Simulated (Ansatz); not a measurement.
The cluster Zr2B2⁻. The state is a doublet with charge -1. Geometry PBE0-D4/def2-TZVP, that of the neutral singlet; atoms count from 1.

```csv
atom,x (Å),y (Å),z (Å)
Zr1,1.438,-0.283,-0.387
Zr2,-0.469,1.373,-0.438
B3,-0.728,-0.847,-0.273
B4,-0.240,-0.243,1.098
```

In the def2 sets Zr takes a core potential; there is no spin–orbit coupling. The charge -1 doublet is spin-contaminated (final ⟨S²⟩ up to 1.27, 0.75 for a pure state). The structure comes from a short search, and lower isomers may exist.

**Question.** Estimate the Mulliken populations from the PBE0/def2-TZVPD orbitals of Ansatz.

**Answer.** 
| atom | charge (e) | spin (α − β) | d electrons |
| --- | --- | --- | --- |
| Zr1 | -0.29 | 1.32 | 2.81 |
| Zr2 | -0.17 | -0.14 | 2.71 |
| B3 | -0.27 | -0.09 | – |
| B4 | -0.27 | -0.09 | – |
Mulliken values depend strongly on the basis. With diffuse functions, as here, like atoms can get unlike values, and bond orders can come out too low or too high.

**Question.** Where does the spin sit?

**Answer.** Summed by element: Zr 1.18, B -0.18, of 1 unpaired in all. Largest on single atoms: Zr1 1.32, Zr2 -0.14, B4 -0.09.

**Question.** And the Mayer bond orders between heavy atoms (over 0.3)?

**Answer.** Zr1–Zr2 2.70 (2.53 Å); Zr1–B3 1.10 (2.24 Å); Zr1–B4 1.10 (2.24 Å); Zr2–B3 1.18 (2.24 Å); Zr2–B4 1.18 (2.24 Å); B3–B4 1.43 (1.58 Å).
